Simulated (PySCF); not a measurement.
## Towards the basis-set limit for HBr

State: ¹Σ⁺, singlet, closed shell. De refers to H + Br. RHF-based CCSD(T) in PySCF 2.14 with H aug-cc-pVTZ, Br aug-cc-pVTZ-PP with ECP10 and H aug-cc-pVQZ, Br aug-cc-pVQZ-PP with ECP10 (frozen core orbitals: 9; scalar-relativistic core potentials). Correlation energies are extrapolated as n⁻³ (n = 3, 4), Hartree–Fock as (n+1)·exp(−9√n). CV is the change on freezing 4 orbitals instead, in H cc-pVTZ, Br cc-pwCVTZ-PP with ECP10.

```csv
Level,Re (Å),ωe (cm⁻¹),ωexe (cm⁻¹),αe (cm⁻¹),De (eV)
CCSD(T)/TZ,1.4196,2644.6,45.7,0.231,3.955
CCSD(T)/QZ,1.4189,2646.6,45.3,0.230,4.002
HF/CBS,1.4042,2789.4,39.0,0.207,2.789
MP2/CBS,1.4123,2708.4,41.7,0.219,4.014
CCSD/CBS,1.4165,2667.8,44.0,0.226,3.970
CCSD(T)/CBS,1.4192,2645.9,44.9,0.229,4.033
CCSD(T)/CBS+CV,1.4138,2656.6,45.1,0.231,4.061
```

**Question.** How much is left between CCSD(T)/QZ and the basis-set limit, and how much do the triples give at the limit?

**Answer.** CCSD(T)/CBS less CCSD(T)/QZ: +0.3 mÅ in Re, -0.7 cm⁻¹ in ωe and +0.031 eV in De. CCSD(T)/CBS less CCSD/CBS: +2.7 mÅ in Re, -21.9 cm⁻¹ in ωe and +0.063 eV in De.

**Question.** What do the later terms add?

**Answer.** CV: -5.4 mÅ in Re, +10.7 cm⁻¹ in ωe and +0.028 eV in De, each against the row above.

Measured (Huber and Herzberg, Constants of Diatomic Molecules (1979)): Re = 1.414435 Å, ωe = 2648.975 cm⁻¹, ωexe = 45.2175 cm⁻¹. The last row is off by -0.6 mÅ and 7.6 cm⁻¹.

The T1 diagnostic is 0.007. The open-shell atoms are computed with UHF. Spin–orbit coupling, excitations beyond (T) and corrections to the Born–Oppenheimer picture are left out.

The whole job (state search and all basis sets along the bond) took about 2.7 min on 4 threads of Intel Xeon Platinum 8488C (shared host), peak memory 4.2 GiB.
